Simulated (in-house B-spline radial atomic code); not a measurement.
Ionising the gold ion Au²⁰⁺ with different functionals

Computed with a radial B-spline atomic code at the basis-set limit: scalar-relativistic (spin-free X2C) Hamiltonian, Fermi nucleus of rms radius 5.4371 fm, spin-polarised at highest spin, spherical fractional occupations for the functionals. The ionisation energy is the difference of two self-consistent energies, [Kr] 4d10 4f12 5s1 → [Kr] 4d10 4f12, without Breit or QED terms; ε is the level of the shell that loses the electron (its least bound occupied spin orbital). There is no spin-orbit coupling in this Hamiltonian.

Hybrids are left out here: with spherical fractional occupations of an open shell their exact exchange keeps a self-interaction that integer-occupation calculations don't have.

```json
{"method": "LDA exchange-only", "rung": "LDA", "ΔSCF (eV)": "546.09", "-ε(5s) (eV)": "532.87"}
{"method": "LDA VWN5", "rung": "LDA", "ΔSCF (eV)": "547.97", "-ε(5s) (eV)": "534.69"}
{"method": "PW91", "rung": "GGA", "ΔSCF (eV)": "547.55", "-ε(5s) (eV)": "534.17"}
{"method": "TPSS", "rung": "meta-GGA", "ΔSCF (eV)": "546.28", "-ε(5s) (eV)": "533.22"}
```

Question: How do they compare with the NIST value?

Answer: NIST lists 550 eV ± 30 (tabulated theory, ground level to ground level). Errors run from -3.91 to -2.03 eV; all lie within about twice that uncertainty, so the table can't rank the methods.
